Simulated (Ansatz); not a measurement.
Input for Ansatz (development build ahead of 0.2.0):

```yaml
crystal:
  periodic: [false, false, false]
  atoms:
    - { symbol: Cr, position_ang: [0.0, 0.0, 0.0] }
    - { symbol: O, position_ang: [0.0, 0.0, 2.268] }
basis:
  gaussian: { orbitals: def2-SVP }
magnetization:
  spin_polarized: true
  initial_magnetization: 4
hamiltonian:
  xc: pbe0
output:
  forces: true
```

The input is written out in the form of the current development build from the run's settings.

The run gave:

```yaml
Converged: yes
Total_energy: -1119.08477 hartree
Spin_squared_of_the_determinant: 7.134
Stability_test: minimum
```

Forces (eV/Å):
```json
{"atom": "Cr1", "Fx": "0.000", "Fy": "0.000", "Fz": "2.698"}
{"atom": "O2", "Fx": "0.000", "Fy": "0.000", "Fz": "-2.698"}
```

Caution: the unrestricted determinant is a mixture of spin states.
